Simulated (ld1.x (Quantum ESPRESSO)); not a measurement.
How hard is this Sb RRKJ potential?

* Element: Sb
* Generator: ld1.x (Quantum ESPRESSO) 7.5
* Type: norm-conserving RRKJ (Kleinman–Bylander form)
* Functional: LDA (PZ)
* Relativity: scalar-relativistic
* Frozen core: [Kr] 4d10
* Valence charge: 5
* Reference configuration: 5s2 5p1 (charge +2)
* Partial waves: 5p (bound): rc 1.95 bohr; 5s (bound): rc 1.55 bohr
* Local potential: the s channel
* Core correction: none

The pseudo-atom Hamiltonian at the reference potential is diagonalised in spherical Bessel functions j_l(qr) that vanish at 20 bohr, with q² up to the cutoff. All-electron valence levels (Ry): 5p -1.5003, 5s -2.1917.

How do the lowest levels (Ry) of each channel move with the cutoff, and are there ghosts?

```
cutoff (Ry)     p #1     s #1     s #2     d #1     d #2     f #1  Σ f·Δε (mRy)
          8  -1.4695  -2.1191  -0.7017  -0.8333  -0.3410  -0.3207         176.1
         18  -1.4994  -2.1469  -0.7098  -0.8452  -0.3441  -0.3211          90.6
         35  -1.5003  -2.1856  -0.7226  -0.8489  -0.3451  -0.3214          12.4
         50  -1.5003  -2.1883  -0.7232  -0.8505  -0.3455  -0.3214           6.8
         80  -1.5003  -2.1909  -0.7239  -0.8509  -0.3456  -0.3214           1.7
        120  -1.5004  -2.1915  -0.7240  -0.8510  -0.3457  -0.3214           0.4
        400  -1.5004  -2.1917  -0.7241  -0.8511  -0.3457  -0.3214           0.0
```

Result: no extra level below or beside the all-electron valence levels (p, s, d, f tested); 10 mRy is reached at 50 Ry and 1 mRy at 100 Ry.

Its largest configuration-test error is +364 meV.
